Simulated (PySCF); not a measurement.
A GIAO shielding run with PySCF 2.14.0 with density-fitted response routines (density fitting, non-relativistic, gas phase) on SMILES C=C[Si@@H]([SiH2]O[SiH3])C1CC1, C₅H₁₄OSi₃:

```
$ OMP_NUM_THREADS=1 python probes_run.py task.json out

{"job": {"kind": "nmr", "xc": "PBE0", "basis": "pcSseg-1"}, "charge": 0, "multiplicity": 1}
C     -2.491101    -2.825430     0.316211
C     -2.145664    -1.648656    -0.180484
Si    -0.670917    -0.621681     0.401691
Si     1.135907    -0.968756    -1.003556
O      2.438058    -0.238701    -0.353198
Si     3.536106     0.291571     0.704600
C     -1.266106     1.179044     0.417721
C     -0.279783     2.302248     0.258602
C     -1.234172     1.994968    -0.845845
H     -1.941771    -3.274977     1.127340
H     -3.333103    -3.393879    -0.049764
H     -2.741528    -1.246882    -0.992461
H     -0.412273    -0.973918     1.818397
H      1.523113    -2.375566    -1.175693
H      1.071122    -0.359551    -2.339047
H      2.820249     1.021490     1.752391
H      4.228489    -0.873672     1.250719
H      4.418459     1.159367    -0.070855
H     -2.101573     1.397591     1.075394
H      0.761541     2.054313     0.114786
H     -0.432433     3.204124     0.833842
H     -2.044765     2.684169    -1.034034
H     -0.842609     1.539769    -1.743738
```

Hardware: 1 thread of an Arm Neoverse N1, shared host. The job also computes population analyses, field gradients, ring-centre shieldings.

**Question.** How large is the calculation?

**Answer.** 94 electrons, 244 basis functions and 1335 auxiliary functions.

**Question.** How long does it take, and how much memory does it need?

**Answer.** 2.2 min of wall time, with 13 SCF cycles and 5 response iterations; peak memory 1.1 GiB. Times on a shared host scatter by some tens of per cent.
